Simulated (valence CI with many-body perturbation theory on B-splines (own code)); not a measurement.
# E1 line list for Ni13+

Method: valence CI with perturbative core correlation (CI+MBPT): five valence electrons over a frozen Dirac-Fock core [Ne], radial functions for each j: 11 s, 11 p, 10 d, 8 f, 5 g, 2 h, with the one-electron correlation potential Σ1 (screened to all orders), the two-electron term Σ2, the three-electron term Σ3, Breit, model QED; selected single and double excitations, second order for the rest, scaled by the run's own slope (own B-spline code, finite nucleus).

No measured spectrum was set against this ion. As an estimate, levels of excited configurations hold to 0.05 to 0.15 % of their energy, terms of the ground configuration to about 0.5 %. Among the levels kept, up to 3200 cm⁻¹ of a level comes from second order outside the variational space, and about a tenth of that is noise between levels of different J, which matters for small intervals.

Lines 201 to 250 of 570 in falling wavelength, among levels below 1225600 cm⁻¹, chosen from the strongest by gf and those to the six lowest levels. Wavelengths and rates use the calculated energies, so an error of 200 cm⁻¹ moves a line at 21.26 nm by 0.043 % and its rate by three times that or more. Electric multipoles are in the length gauge, E1 and E2 with the static RPA response of the core. Weak lines are less certain than strong ones. Lines between different terms over intervals too small for the method are left out, as are lines whose strength nearly cancels. Where a level lies close to another of its J and parity, the split of strength between their lines is uncertain. The highest levels of a list are the least certain.

Names give the largest LS component (configuration and term), which can be under half, so a name can repeat, a term be missing and a line seem to break the LS rules; names also repeat where a configuration has a term twice. Letters in brackets count levels of one name in rising energy.

```tsv
λ vac (nm)	Upper	Lower	A (s⁻¹)	S (a.u.)
21.26	3s 3p3 3d 4D°_1/2 [d]	3s2 3p2 3d 4D_1/2	8.32e+09	7.89e-02
21.20	3s 3p3 3d 4D°_7/2 [d]	3s2 3p2 3d 4F_9/2	3.29e+10	1.24e+00
21.11	3s 3p3 3d 2D°_3/2 [e]	3s2 3p2 3d 2F_5/2 [b]	1.12e+10	2.07e-01
21.10	3s2 3p 3d2 2F°_7/2 [b]	3s2 3p2 3d 2D_5/2 [c]	1.90e+09	7.05e-02
21.04	3s2 3p2 3d 2P_3/2 [b]	3s2 3p3 2P°_3/2	3.30e+09	6.07e-02
21.03	3s 3p3 3d 4D°_3/2 [d]	3s2 3p2 3d 2F_5/2 [a]	1.19e+10	2.18e-01
21.03	3s2 3p 3d2 2F°_7/2 [a]	3s2 3p2 3d 2D_5/2 [a]	1.13e+10	4.16e-01
21.01	3s 3p3 3d 2D°_3/2 [b]	3s 3p4 2S_1/2 [a]	7.56e+09	1.38e-01
20.99	3s 3p4 2S_1/2 [b]	3s2 3p3 4S°_3/2	1.21e+08	1.10e-03
20.99	3s2 3p 3d2 2F°_5/2 [a]	3s2 3p2 3d 2D_3/2 [a]	7.03e+09	1.93e-01
20.96	3s2 3p 3d2 2F°_5/2 [b]	3s2 3p2 3d 2D_5/2 [c]	3.50e+09	9.54e-02
20.96	3s 3p3 3d 2D°_5/2 [a]	3s2 3p2 3d 2P_3/2 [a]	1.11e+10	3.02e-01
20.83	3s2 3p 3d2 4D°_5/2 [a]	3s2 3p2 3d 4P_3/2	3.35e+09	8.96e-02
20.83	3s 3p3 3d 4F°_5/2 [a]	3s 3p4 4P_5/2	4.86e+07	1.30e-03
20.82	3s 3p3 3d 2D°_3/2 [e]	3s2 3p2 3d 2P_1/2 [b]	8.28e+09	1.48e-01
20.79	3s2 3p 3d2 4P°_5/2 [a]	3s2 3p2 3d 2D_5/2 [a]	4.10e+09	1.09e-01
20.79	3s 3p3 3d 4D°_5/2 [d]	3s2 3p2 3d 4F_7/2	1.96e+10	5.21e-01
20.75	3s 3p3 3d 4D°_7/2 [d]	3s2 3p2 3d 4F_7/2	8.44e+09	2.98e-01
20.65	3s 3p3 3d 4F°_7/2 [a]	3s 3p4 4P_5/2	3.62e+07	1.26e-03
20.63	3s 3p3 3d 4D°_5/2 [c]	3s2 3p2 3d 2P_3/2 [a]	2.36e+09	6.14e-02
20.60	3s2 3p2 3d 4F_3/2	3s2 3p3 4S°_3/2	6.36e+07	1.10e-03
20.60	3s2 3p 3d2 4P°_5/2 [b]	3s2 3p2 3d 2D_5/2 [a]	3.10e+09	8.02e-02
20.58	3s2 3p 3d2 4D°_5/2 [a]	3s2 3p2 3d 4P_5/2	2.35e+09	6.08e-02
20.54	3s2 3p2 3d 2P_3/2 [b]	3s2 3p3 2P°_1/2	1.49e+09	2.55e-02
20.53	3s2 3p 3d2 4G°_9/2	3s2 3p2 3d 4D_7/2	1.42e+09	6.06e-02
20.44	3s 3p3 3d 4D°_3/2 [d]	3s2 3p2 3d 4F_5/2	9.03e+09	1.52e-01
20.43	3s 3p3 3d 4D°_5/2 [d]	3s2 3p2 3d 4F_5/2	1.04e+10	2.62e-01
20.39	3s 3p3 3d 2D°_5/2 [d]	3s2 3p2 3d 4D_7/2	1.75e+10	4.39e-01
20.37	3s 3p3 3d 2D°_5/2 [e]	3s2 3p2 3d 2D_5/2 [b]	4.65e+09	1.16e-01
20.36	3s2 3p2 3d 4F_5/2	3s2 3p3 4S°_3/2	1.13e+08	2.81e-03
20.30	3s2 3p2 3d 2P_1/2 [a]	3s2 3p3 2P°_3/2	1.39e+10	1.15e-01
20.30	3s2 3p2 3d 4P_3/2	3s2 3p3 2P°_3/2	2.81e+08	4.64e-03
20.27	3s2 3p 3d2 4D°_7/2 [a]	3s2 3p2 3d 4P_5/2	9.34e+09	3.07e-01
20.24	3s 3p3 3d 2P°_1/2 [c]	3s2 3p2 3d 2P_1/2 [a]	9.12e+09	7.46e-02
20.22	3s2 3p 3d2 4G°_7/2	3s2 3p2 3d 4D_5/2	2.07e+09	6.75e-02
20.20	3s 3p3 3d 4D°_3/2 [d]	3s2 3p2 3d 4F_3/2	6.89e+09	1.12e-01
20.17	3s 3p3 3d 2D°_3/2 [c]	3s2 3p2 3d 4F_5/2	7.32e+09	1.18e-01
20.12	3s 3p3 3d 4D°_1/2 [d]	3s2 3p2 3d 4F_3/2	1.83e+10	1.47e-01
20.08	3s2 3p2 3d 4P_1/2	3s2 3p3 2P°_3/2	4.84e+09	3.86e-02
20.06	3s2 3p 3d2 2D°_3/2 [b]	3s2 3p2 3d 2D_5/2 [c]	5.24e+09	8.35e-02
20.05	3s 3p3 3d 2D°_3/2 [d]	3s2 3p2 3d 4D_5/2	1.09e+10	1.73e-01
19.93	3s2 3p 3d2 2D°_5/2	3s2 3p2 3d 2D_3/2 [c]	2.45e+09	5.75e-02
19.92	3s2 3p 3d2 2F°_7/2 [b]	3s2 3p2 3d 2F_7/2 [b]	1.94e+10	6.06e-01
19.86	3s2 3p 3d2 2P°_3/2 [a]	3s2 3p2 3d 2S_1/2	1.42e+10	2.19e-01
19.84	3s2 3p2 3d 2P_1/2 [a]	3s2 3p3 2P°_1/2	6.46e+09	4.98e-02
19.84	3s2 3p2 3d 2D_3/2 [a]	3s2 3p3 2P°_3/2	3.33e+08	5.14e-03
19.80	3s2 3p2 3d 2F_5/2 [a]	3s2 3p3 4S°_3/2	2.05e+08	4.72e-03
19.76	3s2 3p 3d2 2P°_3/2 [a]	3s2 3p2 3d 2P_3/2 [c]	1.79e+10	2.72e-01
19.65	3s 3p3 3d 2P°_3/2 [d]	3s2 3p2 3d 2P_3/2 [b]	1.27e+10	1.90e-01
19.63	3s2 3p 3d2 2D°_3/2 [a]	3s2 3p2 3d 2P_1/2 [a]	4.95e+09	7.39e-02
```
